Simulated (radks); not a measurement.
Values are calculated unless marked as measured or tabulated.
Valence configurations of Xe II (all share [Kr]). Level of theory: scalar-relativistic Kohn-Sham, LDA (Slater exchange, Perdew-Wang correlation), spin-polarised, spherical densities, point nucleus; open shells are filled with parallel spins first (spin-orbit coupling, left out, can overturn this in heavy ions) (a radial shooting solver on a logarithmic mesh with Libxc functionals). Energies are relative to 4d10 5s2 5p5; eigenvalues in eV for spin up.

valence          E (eV)  moment (Bohr magnetons)    e(4d)    e(5p)    e(5s)
4d10 5s2 5p5      0.000                        1  -69.543  -17.456  -29.613
4d9 5s2 5p6      55.001                        1  -76.992  -18.649  -31.570
4d10 5s1 5p6     12.204                        1  -70.900  -18.039  -30.418
4d9.5 5s1.5 5p6  33.137                        1  -73.932  -18.343  -30.993
4d9.5 5s2 5p5.5  26.879                        1  -73.268  -18.057  -30.601

NIST lists [Kr] 4d10 5s2 5p5 as the ground configuration; this level of theory agrees among the configurations tried. The energies are those of spherical high-spin densities, not of single terms.
